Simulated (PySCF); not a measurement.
## Broadened absorption spectrum of C2H2ClF3O2S

Compound: C₂H₂ClF₃O₂S.
Geometry (GFN2-xTB, Å), atoms numbered from 1 in this order:
```xyz
11
C2H2ClF3O2S angstrom
O      0.832   -1.239   -1.357
S      1.222   -0.014   -0.751
O      1.836    1.001   -1.530
Cl     2.443   -0.401    0.795
C     -0.273    0.709    0.081
F     -0.866    1.416   -0.903
C     -1.137   -0.462    0.518
F     -0.359   -1.344    1.175
F     -2.092   -0.074    1.386
H      0.011    1.379    0.897
H     -1.612   -0.968   -0.336
```

Computed, not measured: TDDFT wB97X-D/def2-SVPD, vertical, gas phase, core orbitals frozen in the response in PySCF.

Computed states:

```csv
state,E (eV),f
S1,6.09,0.0040
S2,6.73,0.0083
S3,6.93,0.087
S4,7.02,0.0029
S5,7.91,0.0053
S6,8.11,0.107
S7,8.42,0.033
S8,8.45,0.040
```

Broadening: Gaussians 0.4 eV wide at half height, area fixed by f = 4.319×10⁻⁹ ∫ε dν̃. The width is an assumption, not a result. The curve ends short of the highest state used, and states not computed would add to its high-energy end.

Task: What does the envelope look like, and where are its maxima?

Result: 
```csv
λ (nm),ε (L mol⁻¹ cm⁻¹)
157.8,2799
159.8,1127
161.7,387
163.7,111
165.6,60
167.5,154
169.5,525
171.4,1340
173.3,2708
175.3,4478
177.2,5855
179.2,6331
181.1,5712
183.0,4411
185.0,2898
186.9,1722
188.8,928
190.8,452
192.7,234
194.7,153
196.6,156
198.5,194
200.5,241
202.4,269
204.3,270
206.3,241
208.2,195
210.1,143
212.1,93
214.0,57
216.0,31
217.9,16
219.8,8
221.8,3
223.7,1
225.6,1
```

Maxima: 203 nm (6.10 eV), ε about 270, made up of S1 (100%); 179 nm (6.93 eV), ε about 6300, made up of S3 (93%) (ε in L mol⁻¹ cm⁻¹; maxima over ε = 5, shares over 10%). At its high-energy end, 7.85 eV, the curve is still rising (ε about 2600, from S5 and S6).

Task: Does any computed singlet lie in the visible range?

Result: No computed singlet lies in the visible range (380 to 750 nm); the lowest, at 203 nm, stands 2.83 eV above its violet end (3.26 eV).

Task: Coming from long wavelengths, where does ε first pass 100 L mol⁻¹ cm⁻¹?

Result: At about 212 nm (5.86 eV), 0.24 eV below S1.

Task: What would ε be at 6.93 eV, the highest of these maxima, with half the width (0.2 eV)?

Result: About 12000 L mol⁻¹ cm⁻¹ against 6340, a factor of about 1.9; a lone state at its own centre would give exactly 2.

One conformer stands for the species.
